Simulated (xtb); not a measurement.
xtb input (GFN2-xTB):

```bash
xtb mol.xyz --gfn 2 --sp --chrg 1 --uhf 0
```
mol.xyz:
```
3

Sn    -0.22632255    -0.10713605    -0.18719715
O      1.25384322     0.49019374     1.01936476
H      1.28538196     1.43525240     1.20493941
```

End of the output:

```
         :::::::::::::::::::::::::::::::::::::::::::::::::::::
         ::                     SUMMARY                     ::
         :::::::::::::::::::::::::::::::::::::::::::::::::::::
         :: total energy              -6.260725407717 Eh    ::
         :: gradient norm              0.025211966882 Eh/a0 ::
         :: HOMO-LUMO gap              5.054062914149 eV    ::
         ::.................................................::
         :: SCC energy                -6.278075315251 Eh    ::
         :: -> isotropic ES            0.088437459036 Eh    ::
         :: -> anisotropic ES         -0.007160487273 Eh    ::
         :: -> anisotropic XC         -0.004662199180 Eh    ::
         :: -> dispersion             -0.000695227425 Eh    ::
         :: repulsion energy           0.017349907533 Eh    ::
         :: add. restraining           0.000000000000 Eh    ::
         :: total charge               1.000000000000 e     ::
         :::::::::::::::::::::::::::::::::::::::::::::::::::::

           -------------------------------------------------
          |                Property Printout                |
           -------------------------------------------------

    * Orbital Energies and Occupations

         #    Occupation            Energy/Eh            Energy/eV
      -------------------------------------------------------------
         1        2.0000           -1.2058328             -32.8124
Note: The following floating-point exceptions are signalling: IEEE_UNDERFLOW_FLAG IEEE_DENORMAL
normal termination of xtb
         2        2.0000           -0.9059830             -24.6531
         3        2.0000           -0.7882012             -21.4480
         4        2.0000           -0.7216689             -19.6376
         5        2.0000           -0.7124195             -19.3859 (HOMO)
         6                         -0.5266861             -14.3319 (LUMO)
         7                         -0.5251854             -14.2910
         8                         -0.5012770             -13.6404
         9                         -0.5010252             -13.6336
        10                         -0.4834731             -13.1560
        11                         -0.4556514             -12.3989
        12                         -0.4524317             -12.3113
        13                         -0.2469798              -6.7207
        14                          0.0821042               2.2342
      -------------------------------------------------------------
                  HL-Gap            0.1857334 Eh            5.0541 eV
             Fermi-level           -0.6195528 Eh          -16.8589 eV

     #   Z          covCN         q      C6AA      α(0)
     1  50 Sn       0.777     0.841   459.139    47.081
     2   8 O        1.573    -0.279    18.686     5.833
     3   1 H        0.814     0.437     0.421     1.018

 Mol. C6AA /au·bohr⁶  :        679.585680
 Mol. C8AA /au·bohr⁸  :      67647.022045
 Mol. α(0) /au        :         53.931825

Wiberg/Mayer (AO) data.
largest (>0.10) Wiberg bond orders for each atom

 ---------------------------------------------------------------------------
     #   Z sym  total        # sym  WBO       # sym  WBO       # sym  WBO
 ---------------------------------------------------------------------------
     1  50 Sn   1.916 --     2 O    1.846
     2   8 O    2.585 --     1 Sn   1.846     3 H    0.739
     3   1 H    0.809 --     2 O    0.739
 ---------------------------------------------------------------------------

Topologies differ in total number of bonds
Writing topology from bond orders to xtbtopo.mol

molecular dipole:
                 x           y           z       tot (Debye)
 q only:        0.042       0.757       0.161
   full:       -0.949       0.311      -0.655       3.034
molecular quadrupole (traceless):
                xx          xy          yy          xz          yz          zz
 q only:       -1.005       3.513       1.758       1.911       3.395      -0.752
  q+dip:       -0.735       4.422       1.526       3.017       4.206      -0.791
   full:       -3.223       1.987       4.687      -1.493       2.417      -1.464

           -------------------------------------------------
          | TOTAL ENERGY               -6.260725407717 Eh   |
          | GRADIENT NORM               0.025211966882 Eh/α |
          | HOMO-LUMO GAP               5.054062914149 eV   |
           -------------------------------------------------

------------------------------------------------------------------------
------------------------------------------------------------------------
 total:
 SCF:
```

This state (charge 1, singlet) is run at the relaxed geometry of the species with charge 0 and multiplicity 2.
